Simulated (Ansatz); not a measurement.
# Nudged elastic band run: C₄H₁₀BN

input.yaml

```yaml
crystal:
  periodic: [false, false, false]
  atoms:
    - { symbol: C, position_ang: [0.55452, -1.837407, 0.188474] }
    - { symbol: C, position_ang: [0.893561, -0.386548, 0.577925] }
    - { symbol: C, position_ang: [-0.103791, 0.647056, 0.050872] }
    - { symbol: C, position_ang: [-0.108637, 0.820096, -1.463371] }
    - { symbol: B, position_ang: [-0.728557, 1.750718, 1.015995] }
    - { symbol: "N", position_ang: [-1.46157, 0.641902, 0.724352] }
    - { symbol: H, position_ang: [-0.437023, -2.117721, 0.565905] }
    - { symbol: H, position_ang: [0.551471, -1.975688, -0.898635] }
    - { symbol: H, position_ang: [1.281827, -2.540327, 0.610863] }
    - { symbol: H, position_ang: [0.945154, -0.313573, 1.672077] }
    - { symbol: H, position_ang: [1.893088, -0.126662, 0.200764] }
    - { symbol: H, position_ang: [0.879505, 1.149107, -1.809222] }
    - { symbol: H, position_ang: [-0.348105, -0.114974, -1.989253] }
    - { symbol: H, position_ang: [-0.841101, 1.573012, -1.772309] }
    - { symbol: H, position_ang: [-0.725791, 2.768051, 1.613955] }
    - { symbol: H, position_ang: [-2.26735, 0.040558, 0.755807] }
basis:
  gaussian: { orbitals: "6-31G" }
hamiltonian:
  xc: b3lyp
  dispersion: d4
neb:
  order_check: false
  images: 5
  f_tol: 0.05
  max_iterations: 56
  initial_path: idpp
  optimiser: lbfgs
  climbing: true
  final_atoms:
    - { symbol: C, position_ang: [0.57386238, -1.60049039, 1.10242429] }
    - { symbol: C, position_ang: [0.77032817, -0.72897738, -0.14384964] }
    - { symbol: C, position_ang: [-0.13888348, 0.49862353, -0.22115011] }
    - { symbol: C, position_ang: [0.1158365, 1.3591973, -1.45190547] }
    - { symbol: B, position_ang: [-0.91514176, 1.06980178, 1.0505233] }
    - { symbol: "N", position_ang: [-1.58923637, 0.29691821, 0.15494122] }
    - { symbol: H, position_ang: [0.74703608, -1.02059931, 2.0181902] }
    - { symbol: H, position_ang: [-0.44519968, -1.99970616, 1.15132812] }
    - { symbol: H, position_ang: [1.27018226, -2.44649834, 1.10379606] }
    - { symbol: H, position_ang: [1.81007719, -0.37218513, -0.17872675] }
    - { symbol: H, position_ang: [0.63165054, -1.34340285, -1.04983871] }
    - { symbol: H, position_ang: [1.13931386, 1.75475921, -1.43610555] }
    - { symbol: H, position_ang: [0.00096232, 0.77998326, -2.38100963] }
    - { symbol: H, position_ang: [-0.57380115, 2.20851222, -1.49483376] }
    - { symbol: H, position_ang: [-1.02433872, 1.68864682, 2.04944855] }
    - { symbol: H, position_ang: [-2.39544714, -0.16698278, -0.22903311] }
```

Launched with:

```bash
$ ansatz run input.yaml --threads 1 --pin off --max-ram 2048MiB --backend cpu --events-out ev --progress --plain --runs-dir out
```

Output, in part (warnings, iteration lines, the closing report on the highest movable image, with atoms numbered from 0):

```
NEB end point (image 0): max|allowed force component| = 5.977e-3 eV/Å (the criterion of neb.relax_end_points is 1.000e-2)
NEB end point (image 6): max|allowed force component| = 9.758e-3 eV/Å (the criterion of neb.relax_end_points is 1.000e-2)
NEB iter   1: max|band force component| = 1.054e0 eV/Å  barrier→ = 0.2759 eV  barrier← = 0.3023 eV  Δτ_max = 0.0223 Å  (181 SCF iters)
NEB iter   2: max|band force component| = 4.991e-1 eV/Å  barrier→ = 0.2221 eV  barrier← = 0.2485 eV  CI = image 3  Δτ_max = 0.0098 Å  (127 SCF iters)
NEB iter   3: max|band force component| = 4.440e-1 eV/Å  barrier→ = 0.2036 eV  barrier← = 0.2300 eV  CI = image 3  Δτ_max = 0.0444 Å  (126 SCF iters)
NEB iter   4: max|band force component| = 3.749e-1 eV/Å  barrier→ = 0.1647 eV  barrier← = 0.1911 eV  CI = image 3  Δτ_max = 0.0301 Å  (127 SCF iters)
NEB iter   5: max|band force component| = 6.776e-1 eV/Å  barrier→ = 0.1538 eV  barrier← = 0.1802 eV  CI = image 3  Δτ_max = 0.0134 Å  (126 SCF iters)
NEB iter   6: max|band force component| = 7.845e-1 eV/Å  barrier→ = 0.1491 eV  barrier← = 0.1755 eV  CI = image 3  Δτ_max = 0.0165 Å  (128 SCF iters)
NEB iter   7: max|band force component| = 8.280e-1 eV/Å  barrier→ = 0.1478 eV  barrier← = 0.1742 eV  CI = image 3  Δτ_max = 0.0171 Å  (124 SCF iters)
NEB iter   8: max|band force component| = 9.208e-1 eV/Å  barrier→ = 0.1477 eV  barrier← = 0.1741 eV  CI = image 3  Δτ_max = 0.0089 Å  (125 SCF iters)
NEB iter   9: max|band force component| = 1.399e-1 eV/Å  barrier→ = 0.1388 eV  barrier← = 0.1652 eV  CI = image 3  Δτ_max = 0.0014 Å  (130 SCF iters)
NEB iter  10: max|band force component| = 1.423e-1 eV/Å  barrier→ = 0.1381 eV  barrier← = 0.1645 eV  CI = image 3  Δτ_max = 0.0027 Å  (96 SCF iters)
NEB iter  11: max|band force component| = 1.282e-1 eV/Å  barrier→ = 0.1370 eV  barrier← = 0.1634 eV  CI = image 3  Δτ_max = 0.0464 Å  (96 SCF iters)
NEB iter  12: max|band force component| = 3.051e-1 eV/Å  barrier→ = 0.1275 eV  barrier← = 0.1539 eV  CI = image 3  Δτ_max = 0.0059 Å  (129 SCF iters)
NEB iter  13: max|band force component| = 2.331e-1 eV/Å  barrier→ = 0.1262 eV  barrier← = 0.1526 eV  CI = image 3  Δτ_max = 0.0017 Å  (125 SCF iters)
NEB iter  14: max|band force component| = 7.553e-2 eV/Å  barrier→ = 0.1253 eV  barrier← = 0.1517 eV  CI = image 3  Δτ_max = 0.0020 Å  (108 SCF iters)
NEB iter  15: max|band force component| = 1.188e-1 eV/Å  barrier→ = 0.1245 eV  barrier← = 0.1509 eV  CI = image 3  Δτ_max = 0.0017 Å  (102 SCF iters)
NEB iter  16: max|band force component| = 7.260e-2 eV/Å  barrier→ = 0.1240 eV  barrier← = 0.1504 eV  CI = image 3  Δτ_max = 0.0041 Å  (100 SCF iters)
NEB iter  17: max|band force component| = 1.317e-1 eV/Å  barrier→ = 0.1231 eV  barrier← = 0.1495 eV  CI = image 3  Δτ_max = 0.0024 Å  (102 SCF iters)
NEB iter  18: max|band force component| = 1.207e-1 eV/Å  barrier→ = 0.1228 eV  barrier← = 0.1492 eV  CI = image 3  Δτ_max = 0.0008 Å  (109 SCF iters)
NEB iter  19: max|band force component| = 1.028e-1 eV/Å  barrier→ = 0.1225 eV  barrier← = 0.1489 eV  CI = image 3  Δτ_max = 0.0057 Å  (96 SCF iters)
NEB iter  20: max|band force component| = 1.259e-1 eV/Å  barrier→ = 0.1215 eV  barrier← = 0.1479 eV  CI = image 3  Δτ_max = 0.0022 Å  (107 SCF iters)
NEB iter  21: max|band force component| = 1.108e-1 eV/Å  barrier→ = 0.1211 eV  barrier← = 0.1476 eV  CI = image 3  Δτ_max = 0.0008 Å  (108 SCF iters)
NEB iter  22: max|band force component| = 8.789e-2 eV/Å  barrier→ = 0.1209 eV  barrier← = 0.1473 eV  CI = image 3  Δτ_max = 0.0058 Å  (95 SCF iters)
NEB iter  23: max|band force component| = 1.298e-1 eV/Å  barrier→ = 0.1199 eV  barrier← = 0.1463 eV  CI = image 3  Δτ_max = 0.0023 Å  (103 SCF iters)
NEB iter  24: max|band force component| = 1.091e-1 eV/Å  barrier→ = 0.1196 eV  barrier← = 0.1460 eV  CI = image 3  Δτ_max = 0.0007 Å  (109 SCF iters)
NEB iter  25: max|band force component| = 9.198e-2 eV/Å  barrier→ = 0.1194 eV  barrier← = 0.1458 eV  CI = image 3  Δτ_max = 0.0045 Å  (97 SCF iters)
NEB iter  26: max|band force component| = 1.140e-1 eV/Å  barrier→ = 0.1186 eV  barrier← = 0.1450 eV  CI = image 3  Δτ_max = 0.0020 Å  (107 SCF iters)
NEB iter  27: max|band force component| = 9.740e-2 eV/Å  barrier→ = 0.1184 eV  barrier← = 0.1448 eV  CI = image 3  Δτ_max = 0.0009 Å  (106 SCF iters)
NEB iter  28: max|band force component| = 7.719e-2 eV/Å  barrier→ = 0.1182 eV  barrier← = 0.1446 eV  CI = image 3  Δτ_max = 0.0073 Å  (94 SCF iters)
NEB iter  29: max|band force component| = 1.442e-1 eV/Å  barrier→ = 0.1171 eV  barrier← = 0.1435 eV  CI = image 3  Δτ_max = 0.0026 Å  (105 SCF iters)
NEB iter  30: max|band force component| = 1.084e-1 eV/Å  barrier→ = 0.1168 eV  barrier← = 0.1432 eV  CI = image 3  Δτ_max = 0.0007 Å  (109 SCF iters)
NEB iter  31: max|band force component| = 7.843e-2 eV/Å  barrier→ = 0.1166 eV  barrier← = 0.1430 eV  CI = image 3  Δτ_max = 0.0022 Å  (95 SCF iters)
NEB iter  32: max|band force component| = 6.935e-2 eV/Å  barrier→ = 0.1162 eV  barrier← = 0.1426 eV  CI = image 3  Δτ_max = 0.0057 Å  (97 SCF iters)
NEB iter  33: max|band force component| = 1.747e-1 eV/Å  barrier→ = 0.1155 eV  barrier← = 0.1419 eV  CI = image 3  Δτ_max = 0.0031 Å  (104 SCF iters)
NEB iter  34: max|band force component| = 1.486e-1 eV/Å  barrier→ = 0.1153 eV  barrier← = 0.1417 eV  CI = image 3  Δτ_max = 0.0012 Å  (112 SCF iters)
NEB iter  35: max|band force component| = 6.996e-2 eV/Å  barrier→ = 0.1150 eV  barrier← = 0.1414 eV  CI = image 3  Δτ_max = 0.0009 Å  (97 SCF iters)
NEB iter  36: max|band force component| = 5.262e-2 eV/Å  barrier→ = 0.1149 eV  barrier← = 0.1413 eV  CI = image 3  Δτ_max = 0.0056 Å  (94 SCF iters)
NEB iter  37: max|band force component| = 1.314e-1 eV/Å  barrier→ = 0.1142 eV  barrier← = 0.1406 eV  CI = image 3  Δτ_max = 0.0027 Å  (102 SCF iters)
NEB iter  38: max|band force component| = 1.272e-1 eV/Å  barrier→ = 0.1140 eV  barrier← = 0.1404 eV  CI = image 3  Δτ_max = 0.0010 Å  (108 SCF iters)
NEB iter  39: max|band force component| = 6.203e-2 eV/Å  barrier→ = 0.1138 eV  barrier← = 0.1402 eV  CI = image 3  Δτ_max = 0.0009 Å  (97 SCF iters)
NEB iter  40: max|band force component| = 5.078e-2 eV/Å  barrier→ = 0.1137 eV  barrier← = 0.1401 eV  CI = image 3  Δτ_max = 0.0055 Å  (93 SCF iters)
NEB iter  41: max|band force component| = 1.304e-1 eV/Å  barrier→ = 0.1130 eV  barrier← = 0.1394 eV  CI = image 3  Δτ_max = 0.0023 Å  (105 SCF iters)
NEB iter  42: max|band force component| = 1.285e-1 eV/Å  barrier→ = 0.1129 eV  barrier← = 0.1393 eV  CI = image 3  Δτ_max = 0.0010 Å  (112 SCF iters)
NEB iter  43: max|band force component| = 6.090e-2 eV/Å  barrier→ = 0.1127 eV  barrier← = 0.1391 eV  CI = image 3  Δτ_max = 0.0008 Å  (98 SCF iters)
NEB iter  44: max|band force component| = 4.613e-2 eV/Å  barrier→ = 0.1126 eV  barrier← = 0.1390 eV  CI = image 3  Δτ_max = 0.0000 Å  (228 SCF iters)
Total energy: -6475.71777516 eV, -237.9782388379 hartree
Atom 0 at     0.374157    -1.846349     0.695809 Å, force    -0.013627     0.013212    -0.003957 eV/Å
Atom 1 at     0.927317    -0.443010     0.402761 Å, force     0.008787     0.004744    -0.000858 eV/Å
Atom 2 at    -0.104612     0.601194    -0.081687 Å, force     0.010446     0.006037     0.001233 eV/Å
Atom 3 at     0.258598     1.246187    -1.413575 Å, force     0.002681     0.002235    -0.000613 eV/Å
Atom 4 at    -1.126911     1.306864     0.911366 Å, force     0.002555     0.000411     0.005169 eV/Å
Atom 5 at    -1.574893     0.294149     0.119890 Å, force     0.006185    -0.018929    -0.003340 eV/Å
Atom 6 at    -0.389553    -1.824698     1.480382 Å, force    -0.021143     0.029969    -0.011574 eV/Å
Atom 7 at    -0.076631    -2.294804    -0.197920 Å, force    -0.016673     0.025010    -0.008740 eV/Å
Atom 8 at     1.182076    -2.509110     1.029224 Å, force    -0.031427    -0.004020     0.002047 eV/Å
Atom 9 at     1.427896    -0.063023     1.304566 Å, force     0.017262    -0.001149    -0.003020 eV/Å
Atom 10 at     1.712146    -0.533144    -0.361531 Å, force     0.005076    -0.003374    -0.005517 eV/Å
Atom 11 at     1.242847     1.726228    -1.344771 Å, force    -0.000626     0.011488    -0.003916 eV/Å
Atom 12 at     0.312487     0.500759    -2.221958 Å, force     0.009640    -0.001923     0.002114 eV/Å
Atom 13 at    -0.469631     2.010956    -1.704047 Å, force    -0.003843    -0.005697    -0.004657 eV/Å
Atom 14 at    -1.442504     2.095201     1.731253 Å, force    -0.010511    -0.011410     0.002662 eV/Å
Atom 15 at    -2.275587    -0.289800    -0.305563 Å, force     0.035218    -0.046602     0.032966 eV/Å
Dipole moment:    -0.074101    -0.141090    -0.138729 e Å
```

It converged. The order of the stationary point at the top wasn't checked. Limits of this set-up: no polarisation functions.

Final band (atoms are numbered from 1 in the order of the input):

```csv
image,path coordinate (Å),energy (eV),dihedral C1–C2–C3–N6 (°)
0,0.00,0.000,72
1,0.92,0.029,54
2,1.84,0.087,36
3,2.76,0.113,16
4,3.69,0.075,-4
5,4.62,0.007,-24
6,5.54,-0.026,-43
```

Time of the run: 14 min on 1 thread of Arm Neoverse V2, on a shared host, peak memory 0.18 GiB.
